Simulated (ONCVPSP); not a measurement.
## Reading a pseudo-wave (As)

Columns: radius, all-electron u(r) and pseudo u(r) of the 4p shell (level -5.20 eV) of arsenic in the configuration [Ar] 3d10 4s2 4p3; PBEsol, scalar-relativistic, ONCV scheme, ONCVPSP 4.0.1.

| r (bohr) | all-electron | pseudo |
| --- | --- | --- |
| 0.088 | 0.1645 | 0.0025 |
| 0.175 | 0.0878 | 0.0102 |
| 0.262 | -0.0976 | 0.0232 |
| 0.350 | -0.2339 | 0.0421 |
| 0.438 | -0.2817 | 0.0667 |
| 0.525 | -0.2574 | 0.0962 |
| 0.612 | -0.1875 | 0.1303 |
| 0.700 | -0.0923 | 0.1689 |
| 0.788 | 0.0121 | 0.2111 |
| 0.875 | 0.1147 | 0.2563 |
| 0.962 | 0.2114 | 0.3045 |
| 1.050 | 0.3000 | 0.3557 |
| 1.138 | 0.3780 | 0.4080 |
| 1.225 | 0.4446 | 0.4587 |
| 1.312 | 0.5009 | 0.5064 |
| 1.400 | 0.5480 | 0.5496 |
| 1.487 | 0.5856 | 0.5859 |
| 1.575 | 0.6155 | 0.6155 |
| 1.662 | 0.6376 | 0.6376 |
| 1.750 | 0.6536 | 0.6536 |
| 1.838 | 0.6636 | 0.6636 |
| 1.925 | 0.6686 | 0.6686 |
| 2.012 | 0.6693 | 0.6693 |
| 2.100 | 0.6662 | 0.6662 |
| 2.188 | 0.6600 | 0.6600 |
| 2.275 | 0.6512 | 0.6512 |

(1) How many radial nodes do the two functions have?

(2) At about which radius was the pseudo-wave matched?

(3) Where does each function peak?

(4) Is the pseudo-wave norm-conserving?

Results:

(1) The all-electron 4p function has n − l − 1 = 2; the pseudo-wave has 0, since the states of the same l below it are removed with the core.

(2) 1.65 bohr. The columns agree to 0.0005 from 1.49 bohr on; several derivatives are matched, so the curves merge somewhat inside the radius.

(3) Outermost all-electron maximum near 2.01 bohr, pseudo maximum near 2.01 bohr (to the table’s step).

(4) Yes: the ONCV scheme keeps the norm inside the radius equal to the all-electron one, which fixes the energy derivative of the logarithmic derivative at the level.
